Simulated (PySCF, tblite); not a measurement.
Isomers of C8H9O (doublet state). Computed values, GFN2-xTB/tblite, gas phase, harmonic and unscaled. Against measured fundamentals such values can be off by several per cent, at times by over 20. One conformer each. Open shells enter through the occupations alone, without spin polarisation, and single modes of such species can be off by tens of per cent.

Electronic energies: B3LYP/pcH-1 single points on the GFN2-xTB geometries (PySCF, gas phase).

| SMILES | electronic energy, lowest = 0 (kcal/mol) |
| --- | --- |
| O=C1C=C[C@@H]([C@H]2[CH]C2)C1 | 37.8 |
| [H]/[C]=C\C1=CC(=O)CCC1 | 26.5 |
| [CH]1C=CC=C2OCC[C@H]12 | 0.0 |
| C=CC1=C(CO)C[C]=C1 | 52.8 |
| CC(=O)C1=CCC=[C]C1 | 27.3 |

**Question.** How do GFN2-xTB zero-point energies change the relative energies?

**Answer.** 
```tsv
SMILES	ZPE (kcal/mol)	of it from modes above 1550 cm⁻¹	electronic (kcal/mol)	with ZPE, lowest = 0 (kcal/mol)	lowest mode (cm⁻¹)	rings
[CH]1C=CC=C2OCC[C@H]12	91.6	40.9	0.0	0.0	122	2
[H]/[C]=C\C1=CC(=O)CCC1	89.6	45.9	26.5	24.6	71	1
CC(=O)C1=CCC=[C]C1	89.3	45.9	27.3	25.0	20	1
O=C1C=C[C@@H]([C@H]2[CH]C2)C1	89.5	44.0	37.8	35.8	40	2
C=CC1=C(CO)C[C]=C1	88.8	46.7	52.8	50.1	10	1
```

The zero-point energies span 2.8 kcal/mol, from `C=CC1=C(CO)C[C]=C1` to `[CH]1C=CC=C2OCC[C@H]12`. The order is unchanged.

**Question.** And how do the electronic energies of GFN2-xTB itself compare?

**Answer.** `[CH]1C=CC=C2OCC[C@H]12` 0.0; `[H]/[C]=C\C1=CC(=O)CCC1` 52.6; `CC(=O)C1=CCC=[C]C1` 50.5; `O=C1C=C[C@@H]([C@H]2[CH]C2)C1` 53.3; `C=CC1=C(CO)C[C]=C1` 73.8 kcal/mol, lowest = 0. Against the energies above, taken from the same isomer `[CH]1C=CC=C2OCC[C@H]12`, the largest difference is 26.1 kcal/mol.

**Question.** What do entropy and thermal enthalpy add at 298.15 K and 1 bar (rigid rotor, harmonic oscillator, one conformer each)?

**Answer.** 
```tsv
SMILES	point group	symmetry number	S (cal/(mol K))	H − H(0) (kcal/mol)	ZPE + H − H(0) − TS (kcal/mol)
[CH]1C=CC=C2OCC[C@H]12	C1	1	84.7	5.11	71.4
[H]/[C]=C\C1=CC(=O)CCC1	C1	1	92.6	6.05	68.0
O=C1C=C[C@@H]([C@H]2[CH]C2)C1	C1	1	92.8	5.85	67.7
```

S holds R ln(2S + 1) for the spin.

Not tabulated: `CC(=O)C1=CCC=[C]C1` (lowest mode only 20 cm⁻¹); `C=CC1=C(CO)C[C]=C1` (lowest mode only 10 cm⁻¹).
